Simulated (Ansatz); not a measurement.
Start from `FC(F)Br` and change one atom or group to get `BC(F)F`.

Ansatz, PBE0-D4/def2-TZVP geometries, multiplicity 1. 

Scalar relativity is left out up to krypton.

| property | `FC(F)Br` |
| --- | --- |
| HOMO–LUMO gap (PBE/def2-TZVPP) / eV | 5.96 |
| LUMO energy (PBE/def2-TZVPP) / eV | -1.50 |
| HOMO–LUMO gap (B3LYP/def2-TZVPP) / eV | 7.76 |
| LUMO energy (B3LYP/def2-TZVPP) / eV | -0.80 |
| HOMO energy (B3LYP/def2-TZVPP) / eV | -8.57 |
| ideal-gas entropy at 298 K and 1 bar (rigid rotor, harmonic PBE0-D4/def2-TZVP) / J/(mol·K) | 293 |

**Question.** Give the same properties after the change, and the shifts. (Best estimate.)

**Answer.** The calculation gave: 
```json
{"property": "HOMO–LUMO gap (PBE/def2-TZVPP) / eV", "`BC(F)F`": "3.89", "shift": "-2.07"}
{"property": "LUMO energy (PBE/def2-TZVPP) / eV", "`BC(F)F`": "-3.49", "shift": "-1.99"}
{"property": "HOMO–LUMO gap (B3LYP/def2-TZVPP) / eV", "`BC(F)F`": "6.16", "shift": "-1.60"}
{"property": "LUMO energy (B3LYP/def2-TZVPP) / eV", "`BC(F)F`": "-2.70", "shift": "-1.90"}
{"property": "HOMO energy (B3LYP/def2-TZVPP) / eV", "`BC(F)F`": "-8.86", "shift": "-0.29"}
{"property": "ideal-gas entropy at 298 K and 1 bar (rigid rotor, harmonic PBE0-D4/def2-TZVP) / J/(mol·K)", "`BC(F)F`": "288", "shift": "-5"}
```

With PBE0 the HOMO falls by 0.23 eV and the LUMO falls by 1.95 eV, so the gap narrows by about 1.72 eV. PBE moves the HOMO by 0.08 eV and ωB97M-V by -0.35 eV. The zero-point energy changes by 50.2 kJ/mol with +6 modes.

B3LYP here is the variant with VWN-RPA as its local correlation; programs differ in this.

Spin–orbit coupling is left out; it splits and shifts lone-pair levels of the heavy atoms by tenths of an eV.
